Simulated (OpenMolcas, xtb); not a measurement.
# A ladder of methods for C2H5AlN2 (SMILES C#[C][Al]([NH2])[NH2])

C2H5AlN2 has 10 atoms, charge 0, and is taken as a singlet. As SMILES, `C#[C][Al]([NH2])[NH2]`. Geometry: relaxed at PBE0-D4/def2-TZVP.

```tsv
atom	x (Å)	y (Å)	z (Å)
C	-2.3681	1.2211	0.8733
C	-1.3459	0.6936	0.4978
Al	0.2657	-0.1380	-0.0942
N	0.2476	-1.8611	-0.4670
N	1.7224	0.8429	-0.2499
H	-3.2691	1.6860	1.2042
H	1.0274	-2.4108	-0.7859
H	-0.5748	-2.4352	-0.3837
H	1.7500	1.8271	-0.0413
H	2.6277	0.5234	-0.5503
```

Each level gives the dipole moment (D). The values are calculated.

```json
{"level": "GFN2-xTB", "kind": "semi-empirical", "program": "xtb", "value (D)": "1.08"}
{"level": "HF/def2-SVP", "kind": "Hartree–Fock", "program": "OpenMolcas", "value (D)": "0.78"}
{"level": "SVWN5/def2-SVP", "kind": "LDA", "program": "OpenMolcas", "value (D)": "1.22"}
{"level": "BLYP/def2-SVP", "kind": "GGA", "program": "OpenMolcas", "value (D)": "1.18"}
{"level": "revPBE/def2-SVP", "kind": "GGA", "program": "OpenMolcas", "value (D)": "1.14"}
{"level": "M06-L/def2-SVP", "kind": "meta-GGA", "program": "OpenMolcas", "value (D)": "1.06"}
{"level": "B3LYP/def2-SVP", "kind": "global hybrid", "program": "OpenMolcas", "value (D)": "1.07"}
```

The values span 0.78 to 1.22 D. Magnitudes only.
